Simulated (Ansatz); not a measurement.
Frontier orbitals of BH$_{10}$NSi$_{3}$, SMILES `BN([SiH3])[SiH2][SiH3]`.

Z-matrix (Å, degrees):
```
Si
N 1 1.756
H 1 1.481 2 109.6
H 1 1.487 2 108.0 3 120.3
H 1 1.486 2 110.5 3 -121.3
Si 2 1.761 1 118.5 3 -152.6
B 2 1.406 1 119.9 3 29.0
Si 6 2.339 2 112.1 1 -166.1
H 6 1.491 2 107.7 1 -44.7
H 6 1.490 2 109.4 1 70.8
H 7 1.200 2 120.0 1 -2.0
H 7 1.201 2 120.1 1 178.0
H 8 1.490 6 107.3 2 172.9
H 8 1.486 6 111.8 2 -68.2
H 8 1.486 6 110.8 2 54.3
```

The species carries charge 0 and has multiplicity 1. The structure was optimised at the PBE0-D4/def2-TZVP level. It is one conformer, not always the lowest. Basis def2-TZVPP, Ansatz 0.2.0.

Orbital energies of one run (eV). Highest occupied ones, from the top: -7.00, -7.23, -7.38, -8.21, -8.33, -8.48, -8.65, -9.48, -9.53, -10.18, -11.29, -12.84, -13.58, -14.05. Empty: -1.45, -1.02, -0.49, -0.18, 0.06, 0.30.

(1) Which functional gave them?
A. r2SCANh
B. BLYP
C. r2SCAN0
D. B3LYP

## Answers

(1) B. HOMO energies: BLYP -7.00, r2SCAN0 -8.44, B3LYP -8.07, r2SCANh -7.81 eV.

B3LYP here is the variant with VWN-RPA as its local correlation; programs differ in this.
